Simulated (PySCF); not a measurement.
# ScF₃: calculation against measurement

Isolated ScF₃, optimised in PySCF with density fitting and no spin–orbit coupling; def2 sets carry scalar-relativistic core potentials from Rb on. All levels below give a singlet of D3h symmetry: PBE/def2-TZVP Sc–F 1.851 Å (×3); PBE0/def2-SVP Sc–F 1.822 Å (×3).

Formally Sc is in oxidation state +3, d0. The polar-tensor charge on Sc, 2.27, is below the formal one.

Measured fundamentals (Jacox, Vibrational and Electronic Energy Levels of Polyatomic Transient Molecules, as compiled in the NIST Chemistry WebBook) beside computed harmonic wavenumbers, in cm⁻¹:

```
mode as compiled  computed symmetry  measured        medium  PBE/def2-TZVP  PBE0/def2-SVP
e' asym. stretch                 e'     692.1  argon matrix            705            775
```

Problem. How close does each level come?

Solution. Mean absolute differences: PBE/def2-TZVP 1.9 %, PBE0/def2-SVP 11.9 %. The mean ratio of measured to computed values at PBE/def2-TZVP is 0.981. Harmonic values should lie a little above fundamentals; matrices shift bands further, usually down by up to a few per cent.
